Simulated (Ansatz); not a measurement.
H12Si5, charge +1, quartet, at a GFN2-xTB geometry of the parent state (a state made from the parent by changing its charge; the spin is typed, not shown lowest); Ansatz (a program for electronic structure) with MP2/def2-SV(P).

Ansatz was given this input:
Ansatz 0.2 input:
```yaml
crystal:
  periodic: [false, false, false]
  atoms:
    - {symbol: Si, position_ang: [-0.39987379, -0.88118962, -2.13497317]}
    - {symbol: Si, position_ang: [0.00008728, 0.00003811, -0.00007686]}
    - {symbol: Si, position_ang: [-0.01936908, 2.34160751, -0.10489889]}
    - {symbol: Si, position_ang: [-1.67154749, -0.72989766, 1.47203667]}
    - {symbol: Si, position_ang: [2.09073072, -0.73054627, 0.76788792]}
    - {symbol: H, position_ang: [-1.68998104, -0.45654750, -2.68313463]}
    - {symbol: H, position_ang: [-0.41130091, -2.34577006, -2.14253522]}
    - {symbol: H, position_ang: [0.61550825, -0.47256910, -3.10822246]}
    - {symbol: H, position_ang: [0.23433488, 2.96233684, 1.19721786]}
    - {symbol: H, position_ang: [-1.30379917, 2.87015447, -0.56972258]}
    - {symbol: H, position_ang: [0.99732510, 2.86932833, -1.01760325]}
    - {symbol: H, position_ang: [-3.00679306, -0.28341603, 1.06836245]}
    - {symbol: H, position_ang: [-1.73661000, -2.19012134, 1.56527369]}
    - {symbol: H, position_ang: [-1.46866158, -0.23902180, 2.83697536]}
    - {symbol: H, position_ang: [2.17817573, -2.19028969, 0.84962613]}
    - {symbol: H, position_ang: [3.18787523, -0.30048259, -0.10188489]}
    - {symbol: H, position_ang: [2.40353971, -0.22377048, 2.10598823]}
basis:
  gaussian:
    orbitals: def2-SV_P_.json
total_charge: 1
magnetization: {spin_polarized: true, initial_magnetization: 3}
correlation: {method: mp2}
```
The basis file holds def2-SV(P) in the JSON format of the Basis Set Exchange.

What the program printed (banner, timings and long lists left out):

```
Functional definition: HF
1214 factors; integrals over basis functions are off by at most 9.3e-4 eV
mean field evaluation 1: about -39467.9981 eV, gradient 1.5e1 eV
mean field evaluation 2: about -39468.1715 eV, gradient 1.5e1 eV
mean field evaluation 4: about -39471.6242 eV, gradient 2.4e0 eV
mean field evaluation 8: about -39471.8304 eV, gradient 5.5e-1 eV
mean field evaluation 16: about -39472.2535 eV, gradient 2.1e-1 eV
mean field evaluation 32: about -39472.2579 eV, gradient 2.7e-7 eV
mean field evaluation 64: about -39472.2562 eV, gradient 8.8e-2 eV
mean field evaluation 96: about -39471.9115 eV, gradient 2.1e0 eV
mean field evaluation 128: about -39472.1617 eV, gradient 1.2e0 eV
mean field evaluation 160: about -39472.2583 eV, gradient 2.2e-5 eV
mean field evaluation 192: about -39468.2754 eV, gradient 1.5e1 eV
mean field evaluation 224: about -39472.1559 eV, gradient 8.1e-1 eV
mean field evaluation 256: about -39472.2557 eV, gradient 1.0e-1 eV
mean field evaluation 288: about -39472.2544 eV, gradient 1.9e-1 eV
mean field evaluation 320: about -39472.2581 eV, gradient 2.1e-2 eV
mean field evaluation 352: about -39472.1562 eV, gradient 1.2e0 eV
mean field evaluation 384: about -39472.2482 eV, gradient 1.7e-1 eV
mean field evaluation 416: about -39472.2271 eV, gradient 1.5e-1 eV
mean field evaluation 448: about -39472.2576 eV, gradient 1.3e-1 eV
mean field -39472.25834493 eV, -1450.5787389184 hartree, gradient 3.0e-8 eV, S^2 3.769906; 25 other end points of the search recorded, 0 dependent functions left out
25 core orbitals not correlated
reference -39472.25834493 eV, -1450.5787389184 hartree; 17, 14 occupied and 72, 75 virtual orbitals, 1214 factors
second order -10.68171385 eV of doubles, -0.00000000 eV of singles
Total energy: -39482.94005878 eV, -1450.9712846622 hartree
```
